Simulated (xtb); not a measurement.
xtb input:

```bash
xtb mol.xyz --gfn 2 --sp --chrg -1 --uhf 0
```
mol.xyz:
```
13

C     -2.37177153     0.70374997     0.37420697
C     -1.05047023     0.23159266    -0.18144210
C      0.00601255     0.36556826     0.87957626
C      1.39775716    -0.08708499     0.47801146
Cl     2.29475060     1.13253538    -0.55757043
Cl    -1.29136492    -1.71191428    -0.32845103
H     -2.31384549     1.79385270     0.49925457
H     -3.19842696     0.49933931    -0.31058337
H     -2.65304628     0.27639594     1.36604441
H     -0.22651608    -0.19649516     1.81854892
H      0.04915591     1.42332610     1.16860983
H      1.34656324    -0.99258803    -0.11946158
H      2.04939141    -0.23734527     1.33783667
```

Problem. Predict the final energy.

Solution. -21.38900 Eh (GFN2-xTB).

It need not be the lowest isomer of its formula. Whether it binds its extra electron was not tested at this geometry.
